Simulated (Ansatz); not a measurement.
Molecule: C$_{2}$H$_{8}$Si, charge 0, multiplicity 1. 
Structure (B3LYP-D3(BJ)/def2-TZVP (Ansatz, an electronic-structure program) minimum search):
```xyz
11

C     -1.6917     0.4200     0.0435
C     -0.5724    -0.5409    -0.3764
Si     1.1433     0.0254     0.1477
H     -2.6708     0.0585    -0.2775
H     -1.7251     0.5412     1.1284
H     -1.5481     1.4115    -0.3913
H     -0.7490    -1.5347     0.0460
H     -0.5732    -0.6705    -1.4630
H      1.4545     1.3480    -0.4505
H      1.2128     0.1596     1.6246
H      2.1783    -0.9447    -0.2874
```

Wanted: vertical triplet-singlet gap (E(triplet) - E(singlet); each state is the SCF solution reached for its spin; for the triplet T1 is 0.057), in kcal/mol. Valence correlation only, unless marked. UHF or UKS for open shells. No spin-orbit coupling. Non-relativistic. CBS marks a two-point X^-3 extrapolation of the correlation energy; Hartree-Fock from the larger set. [CCSD(T)-MP2]/basis is that difference in the basis named.

| level | program | vertical triplet-singlet gap (kcal/mol) |
|---|---|---|
| HF/aug-cc-pV(D+d)Z | Ansatz | 168.8 |
| HF/aug-cc-pV(T+d)Z | Ansatz | 167.3 |
| SVWN5/def2-TZVPD | Ansatz | 157.7 |
| B3LYP/def2-TZVPD | Ansatz | 166.9 |
| BHLYP/def2-TZVPD | Ansatz | 174.9 |
| CAM-B3LYP/def2-TZVPD | Ansatz | 173.8 |
| wB97X-V/def2-TZVPD | Ansatz | 180.4 |
| B2PLYP/def2-TZVPD | Ansatz | 172.3 |
| MP2/aug-cc-pV(T+d)Z | Ansatz | 180.0 |
| RI-MP2/aug-cc-pV(Q+d)Z | Ansatz | 180.9 |
| SCS-MP2/aug-cc-pV(T+d)Z | Ansatz | 182.2 |
| CCSD/aug-cc-pV(D+d)Z | Ansatz | 173.8 |
| CCSD(T)/aug-cc-pV(D+d)Z | Ansatz | 172.4 |
| RI-MP2/CBS(aug-cc-pV(T+d)Z,aug-cc-pV(Q+d)Z)+[CCSD(T)-MP2]/aug-cc-pV(D+d)Z | Ansatz | 175.8 |
| RI-MP2/CBS(aug-cc-pV(T+d)Z,aug-cc-pV(Q+d)Z)+[CCSD(T)-MP2]/aug-cc-pV(T+d)Z | Ansatz | 174.8 |
